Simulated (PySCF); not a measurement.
# Correlation energy of La¹⁹⁺ (lanthanum, charge +19)

Starting occupation: [Kr] 4d2, 4d3/2 with m_j = +1/2, +3/2. All numbers are calculated (PySCF 2.14, X2C-1e with screened-nucleus spin-orbit coupling, Gaussian nucleus, in an even-tempered Gaussian basis (18 s from 1.2 bohr⁻², ratio 2.8; 14 p from 1.5 bohr⁻², ratio 2.8; 9 d from 1.5 bohr⁻², ratio 2.8; 4 f from 5.6 bohr⁻², ratio 3)). Frozen: [Ar] 3d10; 10 electrons correlated; the 94 highest virtual spinors left out.

MP2 pair energies summed by pair of shells (mhartree):

```tsv
pair	energy	share (%)
4p-4p	-145.96	49.0
4d-4p	-93.56	31.4
4p-4s	-35.84	12.0
4d-4s	-9.01	3.0
4s-4s	-7.51	2.5
4d-4d	-5.79	1.9
```

Total MP2 correlation energy: -297.67 mhartree.

The GHF reference relaxed away from the jj start to a determinant that is no pure jj level (⟨S²⟩ = 1.66, ⟨J²⟩ = 6.15); the energies belong to that determinant.

At this charge the one-electron X2C treatment keeps the bare 1/r₁₂, with no two-electron picture change or Breit term. The effect here is smaller than on the frozen 1s shell.
